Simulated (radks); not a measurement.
Ir+, 76 electrons, occupied as [Xe] 4f14 5d7 6s1.

All-electron calculation, scalar-relativistic Kohn-Sham, PBE, spin-polarised, spherical densities, finite nucleus; open shells are filled with parallel spins first (spin-orbit coupling, left out, can overturn this in heavy ions); Fermi nuclear charge, rms radius 5.4032 fm. Program: a radial shooting solver on a logarithmic mesh with Libxc functionals.

Energy parts (Ry):
| part | energy |
|---|---|
| total | -35647.6428 |
| kinetic | 39613.9923 |
| electron-nucleus | -88396.4927 |
| Hartree | 13826.6050 |
| exchange-correlation | -691.7473 |

Orbitals (lengths in bohr, moments of r in powers of bohr):
orbital	occ.	eigenvalue (Ry)	<1/r>
1s up	1	-5593.875	92.15
1s down	1	-5593.874	92.15
2s up	1	-979.1225	21.59
2s down	1	-979.1086	21.59
2p up	3	-850.9387	19.36
2p down	3	-850.9274	19.36
3s up	1	-229.4708	8.002
3s down	1	-229.4655	8.002
3p up	3	-191.9694	7.338
3p down	3	-191.9634	7.338
3d up	5	-150.6238	6.917
3d down	5	-150.6138	6.917
4s up	1	-49.42621	3.418
4s down	1	-49.41232	3.417
4p up	3	-37.12162	3.095
4p down	3	-37.10850	3.094
4d up	5	-21.99122	2.766
4d down	5	-21.97587	2.766
4f up	7	-5.17915	2.314
4f down	7	-5.15490	2.318
5s up	1	-7.84557	1.373
5s down	1	-7.74167	1.380
5p up	3	-4.68457	1.161
5p down	3	-4.55084	1.170
5d up	5	-1.19355	0.7857
5d down	2	-1.02269	0.7870
6s up	1	-1.05233	0.4756
6s down	0	-0.90768	0.4593

The highest occupied level is 5d down at -13.914 eV. The electron density at the nucleus is 1.948e+06 e/bohr^3 (large components only). Spin moment in Bohr magnetons: 4.
